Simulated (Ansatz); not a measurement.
C₃H₉Al, charge +1, doublet, at a GFN2-xTB geometry (such geometries of metal compounds can be far from the true shape) (a state made from the parent by changing its charge; the spin is typed, not shown lowest); LC-WPBE/6-31G (Ansatz, a program for electronic structure).

Input for Ansatz:
Ansatz 0.2 input:
```yaml
crystal:
  periodic: [false, false, false]
  atoms:
    - {symbol: Al, position_ang: [-0.11017492, -0.11753443, -0.00666433]}
    - {symbol: C, position_ang: [-1.50958297, -1.50084963, -0.15485164]}
    - {symbol: H, position_ang: [-1.72462217, -1.73358950, -1.20610585]}
    - {symbol: H, position_ang: [-2.45001779, -1.17124687, 0.30532003]}
    - {symbol: H, position_ang: [-1.19763804, -2.42823588, 0.34418998]}
    - {symbol: C, position_ang: [0.07074410, 1.67849991, -0.95581859]}
    - {symbol: H, position_ang: [1.08028348, 1.76611445, -1.36618107]}
    - {symbol: H, position_ang: [-0.10898743, 2.47585386, -0.23090264]}
    - {symbol: H, position_ang: [-0.67564031, 1.71304257, -1.75118105]}
    - {symbol: C, position_ang: [1.58527878, -0.02234132, 1.12024899]}
    - {symbol: H, position_ang: [1.64310521, 0.95865353, 1.59990056]}
    - {symbol: H, position_ang: [2.44785174, -0.16889424, 0.46535812]}
    - {symbol: H, position_ang: [1.53929993, -0.81560399, 1.86876561]}
basis:
  gaussian:
    orbitals: 6-31G
hamiltonian:
  xc: lc_wpbe
total_charge: 1
magnetization: {spin_polarized: true, initial_magnetization: 1}
```

It wrote (shortened):

```
Functional definition: LC-wPBE
807 factors; integrals over basis functions are off by at most 2.0e-4 eV
376 factors; integrals over basis functions are off by at most 1.3e-5 eV
mean field evaluation 1: about -9834.7661 eV, gradient 3.4e1 eV
mean field evaluation 2: about -9838.2561 eV, gradient 2.1e1 eV
mean field evaluation 4: about -9840.4173 eV, gradient 7.3e-1 eV
mean field evaluation 8: about -9840.4065 eV, gradient 1.5e-2 eV
mean field evaluation 16: about -9840.4065 eV, gradient 1.3e-4 eV
mean field -9840.40652511 eV, -361.6282697307 hartree, gradient 3.5e-5 eV, S^2 0.768884; 2 other end points of the search recorded, 0 dependent functions left out
reference -9840.40652512 eV, -361.6282697309 hartree; 20, 19 occupied and 38, 39 virtual orbitals, 807 factors
Total energy: -9840.40652512 eV, -361.6282697309 hartree
```
